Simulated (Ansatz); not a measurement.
`C[N]=[Mo](=[O])([F])[O]C` and `C[N]=[W](=[O])([F])[O]C` differ in one element.

Ansatz, PBE0-D4/def2-TZVP geometries, multiplicity 1. Each molecule was computed in one conformer, which needn't be the lowest.

Elements past krypton have def2 core potentials.

| property | `C[N]=[Mo](=[O])([F])[O]C` |
| --- | --- |
| HOMO–LUMO gap (PBE0/def2-TZVPP) / eV | 6.18 |
| HOMO energy (ωB97M-V/def2-TZVPP) / eV | -10.08 |
| size of the dipole moment (ωB97M-V/def2-TZVPP) / D | 3.82 |
| HOMO energy (PBE0/def2-TZVPP) / eV | -7.82 |
| HOMO–LUMO gap (PBE/def2-TZVPP) / eV | 4.06 |
| size of the dipole moment (B3LYP/def2-TZVPP) / D | 3.90 |

Task: What does the change do to each property? (Best estimate.)

Result: Computed: 
```tsv
property	`C[N]=[W](=[O])([F])[O]C`	shift
HOMO–LUMO gap (PBE0/def2-TZVPP) / eV	6.57	0.39
HOMO energy (ωB97M-V/def2-TZVPP) / eV	-9.89	0.19
size of the dipole moment (ωB97M-V/def2-TZVPP) / D	3.78	-0.04
HOMO energy (PBE0/def2-TZVPP) / eV	-7.64	0.18
HOMO–LUMO gap (PBE/def2-TZVPP) / eV	4.41	0.35
size of the dipole moment (B3LYP/def2-TZVPP) / D	3.86	-0.04
```

With PBE0 the HOMO rises by 0.18 eV and the LUMO rises by 0.57 eV, so the gap widens by about 0.39 eV. PBE moves the HOMO by 0.15 eV and ωB97M-V by 0.19 eV. Dipoles are sizes alone; their direction can turn.

B3LYP here is the variant with VWN-RPA as its local correlation; programs differ in this.
